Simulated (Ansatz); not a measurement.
System: C$_{3}$H$_{9}$BN (charge 0, doublet). SMILES: C[N]B(C)C
Geometry: optimised at B3LYP-D3(BJ)/def2-TZVP (Ansatz, a first-principles code).

Quantity: atomisation energy, in kcal/mol. Terms: atomisation electronic, to ground-state atoms; UHF or UKS for open shells; spin-orbit terms left out; LANL2DZ all-electron up to Ne; 6-31G* and kin with 6d, 5d where marked; frozen cores in correlated levels; non-relativistic; 6-311+G** with 5d. CBS marks a two-point X^-3 extrapolation of the correlation energy; Hartree-Fock from the larger set. First-principles rows: single points at B3LYP-D3(BJ) geometries (Ansatz).

Coupled cluster (Ansatz) is a level with limits of its own, used here on species with T1 under 0.025 (0.045 for open shells) and stable references: CCSD(T)/CBS(cc-pVTZ,cc-pVQZ).

Value to compare with, CCSD(T)/CBS(cc-pVTZ,cc-pVQZ) (Ansatz): 1277.1 kcal/mol.

| level | program | atomisation energy (kcal/mol) | difference |
|---|---|---|---|
| MP2/STO-3G | Ansatz | 1319.6 | 42.5 |
| MP2/3-21G | Ansatz | 1109.1 | -168.0 |
| MP2/LANL2DZ | Ansatz | 1088.8 | -188.3 |
| MP2/6-31G* | Ansatz | 1176.4 | -100.7 |
| MP2/6-311+G** | Ansatz | 1215.4 | -61.7 |

Among the 5 habitual levels, MP2/LANL2DZ lies farthest from CCSD(T)/CBS(cc-pVTZ,cc-pVQZ) (Ansatz) (-188.3 kcal/mol) and MP2/STO-3G nearest (42.5); 1 of 5 lie above it, and their mean absolute difference is 112.2 kcal/mol, the median 100.7. One case shows no general order.

The sets are all those run for this method; left out are runs that failed, that the program found above a lower state of the same kind, or whose <S^2> lies over 0.5 above the pure value.
